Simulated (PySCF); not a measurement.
Species: SiEt(OEt)3, C8H20O3Si.
Cartesian coordinates in Å at the PBE0-D3(BJ)/def2-SVP level; atoms count from 1:
```
atom  x, y, z in Å
Si1    0.0576   -0.0233    0.6551
C2    -0.1639   -0.1409    2.4947
C3     0.7219   -1.2029    3.1426
H4    -1.2299   -0.3450    2.6985
H5     0.0392    0.8571    2.9210
H6     0.5885   -1.2395    4.2350
H7     0.4938   -2.2021    2.7413
H8     1.7862   -1.0060    2.9409
O9     1.6176    0.2892    0.2098
C10    2.1599    1.5307   -0.1767
C11    2.0653    1.7402   -1.6727
H12    1.6531    2.3617    0.3473
H13    3.2152    1.5421    0.1450
H14    2.5532    2.6826   -1.9671
H15    2.5579    0.9146   -2.2091
H16    1.0110    1.7822   -1.9834
O17   -0.8382    1.2062   -0.0188
C18   -2.2450    1.2626   -0.0093
C19   -2.7267    2.1416   -1.1400
H20   -2.6745    0.2476   -0.1098
H21   -2.5988    1.6653    0.9591
H22   -3.8246    2.2186   -1.1374
H23   -2.3055    3.1536   -1.0444
H24   -2.4078    1.7303   -2.1096
O25   -0.3739   -1.4967    0.0426
C26   -0.1344   -1.9279   -1.2782
C27    0.2356   -3.3929   -1.2802
H28   -1.0439   -1.7617   -1.8848
H29    0.6748   -1.3325   -1.7386
H30    0.3930   -3.7557   -2.3074
H31    1.1611   -3.5548   -0.7074
H32   -0.5620   -3.9925   -0.8163
```

Level of theory: PySCF, TDDFT B3LYP/def2-SVPD, vertical, gas phase, core orbitals frozen in the response.

Frontier orbitals with the atoms that hold most of them (Löwdin shares over 4%, at most four atoms; ? is withheld):

| orbital | ε (eV) | atoms |
| --- | --- | --- |
| LUMO+2 | 0.74 | C27 9%, H21 8%, C11 7%, C18 6% |
| LUMO+1 | 0.62 | C3 14%, C19 9%, C2 6%, H6 6% |
| LUMO | 0.29 | ? |
| HOMO | ? | ? |
| HOMO-1 | -7.71 | O17 28%, O25 25%, O9 12%, C18 6% |
| HOMO-2 | -7.91 | O9 24%, O25 23%, O17 10%, C26 8% |
| HOMO-3 | -8.20 | O25 28%, O9 13%, C26 10%, O17 9% |

Q: Which atoms hold the HOMO, and with what shares?

A: O17 (bonded to C and Si) 19%; O9 (bonded to C and Si) 19%; C2 (bonded to C, Si and 2 H) 17%; Si1 (bonded to C and 3 O) 9%. By element: oxygen 38% or more, carbon 17% or more, silicon 9%.

Q: Which atoms hold the LUMO, and with what shares?

A: C19 (bonded to C and 3 H) 10%; C18 (bonded to C, O and 2 H) 8%; Si1 (bonded to C and 3 O) 7%; C26 (bonded to C, O and 2 H) 5%. By element: carbon 23% or more, silicon 7%.

Q: What is the HOMO energy, and the HOMO–LUMO gap?

A: ε(HOMO) = -7.57 eV; the gap is 7.87 eV (0.2890 hartree).

Q: How does S1 compare with the orbital gap of 7.87 eV?

A: S1 is at 7.07 eV (f = 0.0091), 0.80 eV below the gap, made of HOMO→LUMO (84%), HOMO-1→LUMO (8%). 

Q: Give energy, strength and leading configuration of S1 and S2, and follow the Löwdin shares of the leading atoms from the occupied to the empty orbital.

A: 
- S1 (7.07 eV, f 0.0091), HOMO→LUMO (84%): O17 19% → at most 6%, O9 19% → at most 6%, C19 at most 10% → 10%, C18 at most 10% → 8%
- S2 (7.18 eV, f 0.0049), HOMO-1→LUMO (83%): O17 28% → at most 6%, O25 25% → at most 6%, C19 at most 7% → 10%, C18 6% → 8%

Löwdin shares depend on the basis, the more so with diffuse functions.

One conformer stands for the species.

Without π bonds the low states may be Rydberg-like; a valence basis with one diffuse set may place them up to an eV too high.
